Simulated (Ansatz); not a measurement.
Consider the ligand exchange at the Al–Cl bond: `[F][Al]([F])[Cl]` + NH₃ → `[NH2][Al]([F])[F]` + HCl.

Computed with Ansatz on PBE0-D4/def2-TZVP structures; ΔE is electronic, products minus reactants. CBS: MP2 limit from def2 TZ/QZ plus the TZ coupled-cluster correction, frozen cores. This one scheme is used for every species. Functionals use def2-TZVPP. B3LYP here is the variant with VWN-RPA as its local correlation; programs differ in this. Each species was taken in one conformer, which may not be the lowest.

| level | ΔE (kJ/mol) |
| --- | --- |
| revPBE-D4 | 60.4 |
| BLYP-D4 | 56.2 |
| r2SCAN | 62.2 |
| B3LYP | 57.8 |
| r2SCAN0 | 62.7 |
| HF/def2-TZVPP | 65.0 |
| CCSD(T)/def2-TZVPP | 57.5 |
| CCSD/CBS(def2) | 60.3 |

Problem. What does CCSD(T)/CBS give? (Estimate.)

Solution. Ansatz gave: +60.5 kJ/mol. The listed levels differ from it by -0.1, -4.3, 1.7, -2.7, 2.2, 4.5, -3.0, -0.2 kJ/mol.

Problem. What do rigid-rotor, harmonic-oscillator terms from PBE0-D4/def2-TZVP frequencies (298.15 K, 1 bar) make of the CCSD(T)/CBS value? (Best estimate.)

Solution. Ansatz gave: ΔZPE = -8.9 kJ/mol, ΔH = +51.8 kJ/mol, ΔS = -6 J/(mol·K), ΔG = +53.5 kJ/mol.

Largest T1 diagnostic among the species: 0.012.

Leaving LDA and LC-ωPBE aside and taking each functional with its dispersion term where it has one, the values, not all of them listed here, spread over 10.0 kJ/mol, from CAM-B3LYP-D4 to B97M-V. LDA lies −8.1 kJ/mol from PBE without D4. In def2-TZVPP, CCSD(T) changes the Hartree–Fock value by −7.6 kJ/mol (the triples alone add +0.2 kJ/mol) and MP2 by −5.7 kJ/mol.
